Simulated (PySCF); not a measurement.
PySCF input file for CHO, SMILES [OH+][C] (connectivity only; charge and spin as stated), charge +1, multiplicity 1, B3LYP/pcSseg-2. Coordinates come from a PBE0-D3(BJ)/def2-TZVPD optimisation.

```python
import numpy as np
from pyscf import gto, scf, dft
from pyscf.prop.nmr import rks as nmr

mol = gto.M(
    atom='''
    H     0.00000000    0.00000000   -1.38845485
    O     0.00000000    0.00000000   -0.39454934
    C     0.00000000    0.00000000    0.75747493
    ''',
    basis='pcSseg-2',
    charge=1,
    spin=0,
    max_memory=1600,
    verbose=3,
)
mf = dft.RKS(mol, xc='b3lyp')
mf.grids.level = 3
mf.conv_tol = 1e-10
mf.max_cycle = 100
mf.kernel()
n = nmr.NMR(mf)
n.verbose = 2
n.max_cycle_cphf = 60
sigma = n.kernel()
print('atom   isotropic/ppm   span/ppm')
for i, s in enumerate(sigma):
    w = np.linalg.eigvalsh((s + s.T) / 2)
    print(f'{mol.atom_symbol(i):2s}{i + 1:3d} {w.mean():14.3f} {w[2] - w[0]:11.3f}')
```

Log of the run:

```
converged SCF energy = -113.534526359481
atom   isotropic/ppm   span/ppm
H   1         20.689      23.118
O   2         78.238     500.658
C   3        -25.953     440.277
```

Self-consistency was reached.
